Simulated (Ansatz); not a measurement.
Reaction (formal exchange of groups at the Al–N bond): `[NH2][Al]([NH2])[F]` + `CCOC` → `C[CH2][Al]([NH2])[F]` + `CON`

Isolated molecules relaxed with PBE0-D4/def2-TZVP in Ansatz; ΔE leaves out vibrations. CCSD(T)/CBS adds triple-zeta CCSD(T) − MP2 to the extrapolated MP2 energy (def2 sets, frozen cores). This one scheme is used for every species. DFT in def2-TZVPP. Each species was taken in one conformer, which may not be the lowest.

`[NH2][Al]([NH2])[F]`:

Cartesian coordinates in Å:
```
N 0.918 0.402 1.217
Al -0.388 0.382 0.040
N -0.517 -0.797 -1.258
F -1.562 1.537 0.161
H 0.994 1.077 1.960
H 1.688 -0.244 1.249
H 0.130 -1.546 -1.436
H -1.264 -0.810 -1.932
```

`CCOC`:

Cartesian coordinates in Å:
```
C 0.938 1.286 -0.830
C -0.151 0.508 -0.138
O 0.333 -0.774 0.174
C -0.624 -1.562 0.821
H 1.244 0.783 -1.750
H 1.813 1.379 -0.183
H 0.587 2.288 -1.084
H -1.039 0.426 -0.785
H -0.470 1.022 0.782
H -0.171 -2.533 1.026
H -0.943 -1.111 1.772
H -1.516 -1.712 0.196
```

`C[CH2][Al]([NH2])[F]`:

Z-matrix (Å, degrees):
```
C
C 1 1.529
H 1 1.094 2 111.7
H 1 1.094 2 112.0 3 -120.1
H 1 1.094 2 111.7 3 119.8
Al 2 1.947 1 115.0 3 -59.9
H 2 1.097 1 110.3 3 177.6
H 2 1.097 1 110.3 3 62.6
F 6 1.656 2 120.4 1 179.9
N 6 1.762 2 123.1 1 -0.1
H 10 1.006 6 124.5 2 -0.0
H 10 1.007 6 125.1 2 -180.0
```

`CON`:

Z-matrix (Å, degrees):
```
C
O 1 1.406
H 1 1.095 2 111.5
H 1 1.095 2 111.5 3 121.8
H 1 1.092 2 106.0 3 -119.1
N 2 1.417 1 108.7 3 -60.9
H 6 1.017 2 104.6 1 124.4
H 6 1.017 2 104.6 1 -124.4
```

Is it downhill or uphill in electronic energy at CCSD(T)/CBS, and by how much? (Estimate.)

The calculation gave: Uphill: ΔE = +2.59 eV.

What do these levels give: PBE-D4, r2SCAN-D4, r2SCANh-D4, r2SCAN0-D4, BHLYP-D4, PBE, LC-ωPBE, RPA@PBE/def2-TZVPP, HF/def2-SVP, HF/def2-TZVPP, CCSD/def2-TZVPP, SCS-MP2/def2-QZVPP? (Best estimate.)

The calculation gave: PBE-D4 2.33, r2SCAN-D4 2.53, r2SCANh-D4 2.56, r2SCAN0-D4 2.60, BHLYP-D4 2.64, PBE 2.33, LC-ωPBE 2.51, RPA@PBE/def2-TZVPP 2.43, HF/def2-SVP 2.68, HF/def2-TZVPP 2.77, CCSD/def2-TZVPP 2.60, SCS-MP2/def2-QZVPP 2.66 eV.

Largest T1 diagnostic among the species: 0.011.

From BLYP to BHLYP (50 % exact exchange), in def2-TZVPP and without D4, ΔE moves by +0.26 eV. Leaving LDA and LC-ωPBE aside and taking each functional with its dispersion term where it has one, the values, not all of them listed here, spread over 0.32 eV, from revPBE-D4 to BHLYP-D4. LDA lies +0.12 eV from PBE without D4.
